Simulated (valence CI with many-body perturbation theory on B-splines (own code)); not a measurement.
**A CI+MBPT run for La XXXV**

Computed by configuration interaction combined with many-body perturbation theory (CI+MBPT): five valence electrons over a frozen Dirac-Fock core [Ar], radial functions for each j: 7 s, 7 p, 8 d, 6 f, 4 g, 1 h, with the one-electron correlation potential Σ1 (screened to all orders), the two-electron term Σ2, the three-electron term Σ3, Breit, model QED; selected single and double excitations, second order for the rest (own B-spline code, finite nucleus).

Command, and the settings that its task file holds:

```sh
python run_cv.py task.json out
```

```
atom La  Z=57  mass_number=139  rms_radius_fm=4.8550
core [Ar]
valence 3d5
avg = 1
basis = M
breit = 1
cap = 40000
capref = 1200
cscale = 1
de = 0.0
dress = 0
eps = 2e-08
h = 0.27
hh = 1
l2 = 3
lcore = 6
maxit = 60
n2 = 5
natural = 1
nlev = 45
nno = [4, 4, 5, 4, 3, 1]
nroot = 26
nsp = [3, 3, 3, 2, 1, 0]
pt2 = 1
qed = 1
rpa = 1
s1 = 1
s2 = 1
s3 = 1
screen = 1
tol = 2e-05
```

Task: Roughly how long does this run take on one core of Arm Neoverse V1, and how much memory?

Result: 2.4 min on 1 thread of Arm Neoverse V1 (shared host), peak memory 1.3 GiB.

Log. The first blocks belong to the next ion, which gives the ionisation energy. Fields: 2J, parity (1 odd), roots, reference size, generating configurations, candidates as configurations/state functions, variational space P, stored matrix elements, Davidson steps; e2 is the range of second-order energies in hartree. The first line gives the box (bohr), its intervals, the orbitals and the steps of their self-consistent field. Window is the range of levels sought, series limit the energy at which the first omitted orbital would enter, core excitation an estimate of the first excitation out of the core, left out the lowest levels not solved, and shifts from estimates the range by which levels moved from their first estimate, all in cm⁻¹.

```
rmax 3.3 intervals 57 orbitals 59 references ['3d5', '3d4 4s', '3d4 4p'] scf 4 t 0.9
2J=0 par=0 roots 2 ref 17 generators 4 cand 2409/4463 P 1569/2941 nnz 1.7e+06 it 4
2J=0 par=0 roots 2 ref 17 generators 6 cand 2460/5474 P 1999/3806 nnz 2.7e+06 it 4
   second order: generators 7 cand 3633/9231 e2 -0.00001 -0.00000
2J=2 par=0 roots 2 ref 36 generators 3 cand 2542/12000 P 776/3997 nnz 4.2e+06 it 4
2J=2 par=0 roots 2 ref 36 generators 4 cand 3456/18991 P 2005/10032 nnz 2.2e+07 it 5
   second order: generators 7 cand 3851/25941 e2 -0.00003 -0.00001
reference levels 902, estimated 37, window 760485 1/cm; series limit 14185652, core excitation 1731234
2J=5 par=0 roots 10 ref 81 generators 5 cand 3267/42520 P 565/7965 nnz 1.3e+07 it 5
2J=5 par=0 roots 10 ref 81 generators 5 cand 2906/37127 P 1974/26789 nnz 1.4e+08 it 7
   second order: generators 7 cand 5673/167552 e2 -0.00064 -0.00045
2J=7 par=0 roots 7 ref 72 generators 3 cand 3259/45043 P 434/7994 nnz 1.6e+07 it 5
2J=7 par=0 roots 7 ref 72 generators 3 cand 2983/39614 P 1495/24162 nnz 1.2e+08 it 7
   second order: generators 4 cand 5257/182256 e2 -0.00111 -0.00089
2J=3 par=0 roots 7 ref 67 generators 3 cand 3230/32863 P 603/7984 nnz 1.5e+07 it 7
2J=3 par=0 roots 7 ref 67 generators 3 cand 2838/27443 P 2258/25158 nnz 1.2e+08 it 8
   second order: generators 8 cand 11664/345241 e2 -0.00022 -0.00017
2J=11 par=0 roots 3 ref 35 generators 3 cand 2933/33724 P 594/7983 nnz 1.5e+07 it 4
2J=11 par=0 roots 3 ref 35 generators 3 cand 2546/28271 P 2005/24491 nnz 1.3e+08 it 5
   second order: generators 4 cand 4470/161133 e2 -0.00024 -0.00018
2J=9 par=0 roots 5 ref 56 generators 3 cand 3152/41469 P 482/7989 nnz 1.6e+07 it 5
2J=9 par=0 roots 5 ref 56 generators 3 cand 2837/36034 P 1588/24137 nnz 1.2e+08 it 8
   second order: generators 3 cand 1731/19886 e2 -0.00086 -0.00056
2J=1 par=0 roots 4 ref 39 generators 3 cand 2964/17002 P 1165/8000 nnz 1.4e+07 it 5
2J=1 par=0 roots 4 ref 39 generators 3 cand 2137/11539 P 2807/17589 nnz 5.9e+07 it 5
   second order: generators 5 cand 5456/85930 e2 -0.00004 -0.00002
2J=13 par=0 roots 1 ref 18 generators 1 cand 2256/23681 P 685/7977 nnz 1.9e+07 it 4
2J=13 par=0 roots 1 ref 18 generators 1 cand 1801/18221 P 1761/19376 nnz 9e+07 it 5
   second order: generators 1 cand 725/6822 e2 -0.00004 -0.00004
left out: unestimated 7252535, estimated none, shifts from estimates -484 to 257
operators 1.3
```

The Davidson iterations converged.

The last digits are not significant, and no measured levels were compared; by estimate large intervals hold to a few tenths of a per cent, small ones and those within an open d or f shell to about a per cent. Only levels of the ground parity were solved; by the run's estimate the other parity begins above the list, which can be wrong where configurations are misplaced.

```yaml
Valence_energy: -454.3479 hartree
Ionisation_energy: "2258.9 eV (NIST: 2259 ± 5 eV (theoretical))"
Reference_configurations_for_the_orbitals: 3d5, 3d4 4s, 3d4 4p
Radial_orbitals: 59
Box_radius: 3.275 bohr
Largest_variational_space: 26789
Lowest_levels: (3d3/2^4 3d5/2) J=5/2 0.000, (3d3/2^3 3d5/2^2) J=5/2 [a] 13.669, (3d3/2^3 3d5/2^2) J=7/2 [a] 22.038, (3d3/2^3 3d5/2^2) J=3/2 [a] 22.771, (3d3/2^3 3d5/2^2) J=11/2 23.203, (3d3/2^3 3d5/2^2) J=9/2 25.843, (3d3/2^3 3d5/2^2) J=5/2 [b] 26.819, (3d3/2^3 3d5/2^2) J=1/2 28.009, (3d3/2^3 3d5/2^2) J=7/2 [b] 31.744, (3d3/2^2 3d5/2^3) J=5/2 [a] 35.060, (3d3/2^3 3d5/2^2) J=3/2 [b] 38.567, (3d3/2^2 3d5/2^3) J=7/2 [a] 38.946, (3d3/2^2 3d5/2^3) J=11/2 39.710, (3d3/2^2 3d5/2^3) J=9/2 [a] 41.464 eV
```

Levels are named by their leading jj configuration (3d3/2^4 stands for four electrons in 3d with j = 3/2), which in mixed levels can hold well under half, so a name can repeat and another be missing. Letters in brackets count levels of one name in rising energy.
